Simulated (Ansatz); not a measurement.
Input for Ansatz (a quantum-chemistry and plane-wave program): U-CAM-B3LYP/def2-TZVPPD on O2 (SMILES O=O). The basis file is the Basis Set Exchange's JSON of that set.

Ansatz 0.2 input:
```yaml
crystal:
  periodic: [false, false, false]
  atoms:
    - {symbol: O, position_ang: [0.00000000, -0.00000000, 0.60215214]}
    - {symbol: O, position_ang: [-0.00000000, 0.00000000, -0.60215214]}
basis:
  gaussian:
    orbitals: def2-TZVPPD.json
hamiltonian:
  xc: {name: CAM-B3LYP}
magnetization: {spin_polarized: true, initial_magnetization: 2}
```

Q: Give the final energy of this run.

A: -150.3459 hartree.
